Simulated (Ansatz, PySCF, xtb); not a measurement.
Reaction 0.5 R1 + 1.5 R2 → P1, each structure at its B3LYP-D3(BJ)/def2-TZVP stationary point, reached from a drawn start (curvature not checked).
R1: N2 (SMILES N#N), charge 0, multiplicity 1.
P1: NH3 (SMILES N), charge 0, multiplicity 1.
R2, H2 (SMILES [H][H]) (charge 0, multiplicity 1):
| atom | x (Å) | y (Å) | z (Å) |
|---|---|---|---|
| H | 0.0000 | 0.0000 | 0.3720 |
| H | 0.0000 | 0.0000 | -0.3720 |

| level | reaction energy (kcal/mol) | minus CCSD(T)/CBS(cc-pVTZ, cc-pVQZ) |
|---|---|---|
| GFN1-xTB | -68.54 | -48.79 |
| GFN2-xTB | -44.65 | -24.89 |
| HF/cc-pVDZ | -15.63 | 4.12 |
| PBE/def2-TZVPP | -22.35 | -2.60 |
| PBE-D3(BJ)/def2-TZVPP | -22.61 | -2.86 |
| PBE-D4/def2-TZVPP | -22.43 | -2.68 |
| BLYP-D3(BJ)/def2-TZVPP | -17.08 | 2.68 |
| BLYP-D4/def2-TZVPP | -16.77 | 2.98 |
| revPBE-D3(BJ)/def2-TZVPP | -18.86 | 0.89 |
| revPBE-D4/def2-TZVPP | -18.51 | 1.25 |
| r2SCAN/def2-TZVPP | -22.31 | -2.55 |
| r2SCAN-D3(BJ)/def2-TZVPP | -22.37 | -2.61 |
| r2SCAN-D4/def2-TZVPP | -22.32 | -2.57 |
| B97M-V/def2-TZVPP | -22.33 | -2.58 |
| B3LYP-D3(BJ)/def2-TZVPP | -20.46 | -0.71 |
| B3LYP-D4/def2-TZVPP | -20.19 | -0.44 |
| PBE0/def2-TZVPP | -25.01 | -5.26 |
| PBE0-D3(BJ)/def2-TZVPP | -25.20 | -5.45 |
| PBE0-D4/def2-TZVPP | -25.07 | -5.32 |
| BHLYP/def2-TZVPP | -22.79 | -3.04 |
| BHLYP-D3(BJ)/def2-TZVPP | -23.06 | -3.31 |
| BHLYP-D4/def2-TZVPP | -22.86 | -3.10 |
| M06-2X/def2-TZVPP | -19.32 | 0.44 |
| CAM-B3LYP/def2-TZVPP | -22.28 | -2.53 |
| CAM-B3LYP-D4/def2-TZVPP | -22.34 | -2.59 |
| wB97X-V/def2-TZVPP | -21.07 | -1.32 |
| wB97M-V/def2-TZVPP | -20.96 | -1.21 |
| B2PLYP/def2-TZVPP | -18.93 | 0.82 |
| B2PLYP-D4/def2-TZVPP | -18.99 | 0.77 |
| MP2/cc-pVDZ | -12.23 | 7.52 |
| MP2/cc-pVTZ | -17.37 | 2.38 |
| MP2/cc-pVQZ | -18.88 | 0.87 |
| SCS-MP2/cc-pVDZ | -10.54 | 9.21 |
| SCS-MP2/cc-pVTZ | -15.20 | 4.55 |
| CCSD/cc-pVDZ | -13.49 | 6.27 |
| CCSD/cc-pVTZ | -18.37 | 1.39 |
| CCSD/cc-pVQZ | -19.73 | 0.02 |
| CCSD(T)/cc-pVTZ | -17.44 | 2.31 |
| CCSD(T)/cc-pVQZ | -18.95 | 0.80 |
| CCSD(T)/CBS(cc-pVTZ, cc-pVQZ) | -19.75 | 0.00 |

 The comparison column counts from a level with limits of its own.

P less R. No zero-point or thermal terms.

Frozen-core correlation throughout. CBS: X⁻³ extrapolation of the correlation energy, Hartree–Fock from the larger set.

Run with Ansatz (Gaussian orbitals); PySCF for M06-2X and the D3/D4 terms; xtb for the GFN methods. All values are computed, each at the level named.

Ansatz is a program for electronic structure.
